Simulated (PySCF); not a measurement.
**Basis-set dependence of AsO at PBE**

PySCF, UKS reference; doublet, unpaired electrons π ↑; De to As + O without counterpoise correction.

| basis | relativity | functions | Re (Å) | ωe (cm⁻¹) | De (eV) | μ (D) |
| --- | --- | --- | --- | --- | --- | --- |
| cc-pVDZ-PP/cc-pVDZ | scalar-relativistic core potentials | 37 | 1.664 | 919 | 5.16 | -2.38 |
| def2-TZVPP | no relativity | 79 | 1.643 | 956 | 5.53 | -2.45 |
| def2-TZVPPD | no relativity | 94 | 1.643 | 955 | 5.55 | -2.41 |

(1) How does each smaller set differ from the one with most functions, def2-TZVPPD?

A positive dipole means As(−)O(+). Spin–orbit coupling is left out. The state is the lowest determinant that a PBE0 search found; another state may lie lower at other levels.

Results:

(1) cc-pVDZ-PP/cc-pVDZ: +2.1 pm, -3.8 % in ωe, -0.39 eV in De; def2-TZVPP: +0.0 pm, +0.1 % in ωe, -0.02 eV in De. All at PBE; the set with most functions is neither the basis-set limit nor always the best. The rows treat relativity differently, so the differences are not basis effects alone.
